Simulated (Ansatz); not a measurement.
Geometry optimisation, Ansatz 0.2.0, RKS B3LYP-D4/def2-SVP.

input.yaml

```yaml
crystal:
  periodic: [false, false, false]
  atoms:
    - { symbol: Al, position_ang: [0.089769, -0.514301, -0.116779] }
    - { symbol: F, position_ang: [0.106407, -0.826616, 1.53351] }
    - { symbol: O, position_ang: [1.465905, -0.768429, -1.063231] }
    - { symbol: H, position_ang: [2.314634, -1.073663, -0.732502] }
    - { symbol: O, position_ang: [-1.317004, 0.032708, -0.880765] }
    - { symbol: H, position_ang: [-2.165787, 0.160333, -0.449008] }
    - { symbol: Si, position_ang: [-0.0233, 2.746469, 1.189507] }
    - { symbol: H, position_ang: [0.694235, 3.488658, 2.263152] }
    - { symbol: H, position_ang: [0.497097, 3.156643, -0.143746] }
    - { symbol: H, position_ang: [-1.486085, 3.013348, 1.264772] }
    - { symbol: H, position_ang: [0.206129, 1.30105, 1.38889] }
basis:
  gaussian: { orbitals: def2-SVP }
hamiltonian:
  xc: b3lyp
  dispersion: d4
relax:
  f_tol: 0.03
  max_steps: 50
```

Run as:

```bash
$ ansatz run input.yaml --threads 2 --pin off --max-ram 3072MiB --backend cpu --events-out ev --progress --plain --runs-dir out
```

Q: Where does it end, and by what steps?

A: The run converged. After 11 steps the energy has fallen by 0.185 eV; F2 moved furthest, 0.67 Å.

```
step  energy less start (eV)  largest force component (eV/Å)  accepted
   0                  0.0000                           0.406       yes
   1                 -0.0647                           0.669       yes
   2                 -0.1058                           0.711       yes
   3                 -0.1379                           0.948       yes
   4                 -0.1672                           0.314       yes
   5                 -0.1681                           0.152       yes
   6                 -0.1766                           0.129       yes
   7                 -0.1804                           0.111       yes
   8                 -0.1833                           0.092       yes
   9                 -0.1845                           0.038       yes
  10                 -0.1838                           0.302        no
  11                 -0.1851                           0.029       yes
```

```xyz
11
Properties=species:S:1:pos:R:3
Al 0.074 -0.360 0.065
F -0.190 -1.396 1.346
O 1.550 -0.361 -0.770
H 2.310 -0.897 -0.533
O -1.235 0.441 -0.681
H -2.152 0.334 -0.416
Si -0.021 2.616 1.017
H 0.788 3.463 1.939
H 0.271 2.959 -0.392
H -1.460 2.709 1.363
H 0.447 1.208 1.315
```

Whether the end is a true minimum wasn't checked by a vibrational analysis.

Time of the run: 32 s on 2 threads of Arm Neoverse V2 (shared host), peak memory 0.23 GiB.
